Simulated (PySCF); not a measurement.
Zr: ionisation energy

Zr [Kr] 4d2 5s2 (3F) → Zr⁺ [Kr] 4d2 5s1 (4F), as a difference of total energies. Calculation: PySCF 2.14, in aug-cc-pVDZ-PP with ECP28MDF (5s5p4d2f, 54 functions); scalar relativity through the core potential. Correlated levels: valence: 4s2 4p6 frozen. The calculations carry no spin-orbit coupling.

| method | ionisation energy (eV) | error (eV) |
| --- | --- | --- |
| UHF | 5.219 | -1.420 |
| TPSS | 6.337 | -0.302 |
| B3LYP | 6.632 | -0.007 |
| MP2 (valence) | 6.080 | -0.559 |
| SCS-MP2 (valence) | 6.252 | -0.387 |

Reference: 6.639 eV (measured; NIST levels, between the centres of gravity of the two terms).

Errors of the correlated levels include the incompleteness of this basis and the frozen core.

MP2 underrates the near-degeneracy of ns² with np² in the lower species.
